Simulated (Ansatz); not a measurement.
Reactions of BFH3InO (`O[B](F)[InH2]`).

Computed with Ansatz on PBE0-D4/def2-TZVP structures; ΔE is electronic, products minus reactants. CCSD(T)/CBS is the MP2 limit (def2-TZVPP, def2-QZVPP) plus CCSD(T) − MP2 in def2-TZVPP, frozen cores. This one scheme is used for every species. Functionals use def2-TZVPP. def2 core potentials past Kr. For Br, Ge, In, Se outer-core shells are correlated without core-valence functions, which leaves a few kJ/mol of doubt a bond. Scalar relativity is left out up to krypton. One conformer a species, not always the lowest.

```json
{"reaction": "`O[B](F)[InH2]` + `CC(C)[O][GeH2][F]` → `CC(C)OB(O)F` + `[F][GeH2][InH2]`", "ωB97M-V (kcal/mol)": "-36.2", "HF/CBS(def2) (kcal/mol)": "-39.6", "CCSD(T)/CBS(def2) (kcal/mol)": "-35.4"}
{"reaction": "`O[B](F)[InH2]` + `[SiH3][SiH2][NH][GeH3]` → `OB(F)[NH][GeH3]` + `[SiH3][SiH2][InH2]`", "ωB97M-V (kcal/mol)": "-28.7", "HF/CBS(def2) (kcal/mol)": "-30.3", "CCSD(T)/CBS(def2) (kcal/mol)": "-29.0"}
{"reaction": "`O[B](F)[InH2]` + `C=CN=C` → `C=NB(O)F` + `C=[CH][InH2]`", "ωB97M-V (kcal/mol)": "-21.3", "HF/CBS(def2) (kcal/mol)": "-24.7", "CCSD(T)/CBS(def2) (kcal/mol)": "-21.5"}
{"reaction": "`O[B](F)[InH2]` + H₂Se → `[SeH][InH2]` + `OBF`", "ωB97M-V (kcal/mol)": "-34.1", "HF/CBS(def2) (kcal/mol)": "-39.2", "CCSD(T)/CBS(def2) (kcal/mol)": "-35.7"}
{"reaction": "`O[B](F)[InH2]` + `FC(Cl)Cl` → `Cl[CH](Cl)[InH2]` + `OB(F)F`", "ωB97M-V (kcal/mol)": "-50.6", "HF/CBS(def2) (kcal/mol)": "-55.1", "CCSD(T)/CBS(def2) (kcal/mol)": "-54.2"}
{"reaction": "`O[B](F)[InH2]` + HBr → `[Br][InH2]` + `OBF`", "ωB97M-V (kcal/mol)": "-40.9", "HF/CBS(def2) (kcal/mol)": "-48.9", "CCSD(T)/CBS(def2) (kcal/mol)": "-41.9"}
{"reaction": "`O[B](F)[InH2]` + `[SiH3]OCS` → `[SiH3]O[CH](S)[InH2]` + `OBF`", "ωB97M-V (kcal/mol)": "-1.2", "HF/CBS(def2) (kcal/mol)": "2.7", "CCSD(T)/CBS(def2) (kcal/mol)": "-3.4"}
{"reaction": "`O[B](F)[InH2]` + `CNC` → `C[N](C)[InH2]` + `OBF`", "ωB97M-V (kcal/mol)": "-9.1", "HF/CBS(def2) (kcal/mol)": "-8.6", "CCSD(T)/CBS(def2) (kcal/mol)": "-12.5"}
{"reaction": "`O[B](F)[InH2]` + CH₃SH → `CSB(O)F` + `[InH3]`", "ωB97M-V (kcal/mol)": "-19.7", "HF/CBS(def2) (kcal/mol)": "-20.9", "CCSD(T)/CBS(def2) (kcal/mol)": "-18.6"}
{"reaction": "`O[B](F)[InH2]` + `[NH2][AlH2]` → `OB(F)[NH][AlH2]` + `[InH3]`", "ωB97M-V (kcal/mol)": "-28.6", "HF/CBS(def2) (kcal/mol)": "-33.7", "CCSD(T)/CBS(def2) (kcal/mol)": "-27.2"}
```

Largest T1 diagnostic: 0.017, for `C[N](C)[InH2]`.
